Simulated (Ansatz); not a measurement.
`N[SiH](F)P` + `C1CCCC1` → `F[SiH2]P` + `NC1CCCC1`  (formal exchange of groups at the Si–N bond)

Calculated with Ansatz (gas phase, PBE0-D4/def2-TZVP geometries, no zero-point term in ΔE). CCSD(T)/CBS adds triple-zeta CCSD(T) − MP2 to the extrapolated MP2 energy (def2 sets, frozen cores). Functionals use def2-TZVPP. HSE06 is defined as in plane-wave codes. One conformer a species, not always the lowest.

```tsv
level	ΔE (kJ/mol)
PBE0-D4	137.0
r2SCANh-D4	142.1
PBE	134.5
revPBE	134.2
r2SCANh	142.4
HSE06	137.3
LC-ωPBE	141.2
CCSD(T)/def2-SVP	118.8
```

Task: What does CCSD(T)/CBS give? (Estimate.)

Result: Ansatz gave: +139.8 kJ/mol. The listed levels differ from it by -2.8, 2.3, -5.3, -5.6, 2.6, -2.5, 1.4, -21.0 kJ/mol.

Largest T1 diagnostic among the species: 0.013.

At CCSD(T), def2-SVP lies −21.0 kJ/mol from the extrapolated value and def2-TZVPP −3.0 kJ/mol. From BLYP to BHLYP (50 % exact exchange), in def2-TZVPP and without D4, ΔE moves by +4.8 kJ/mol.
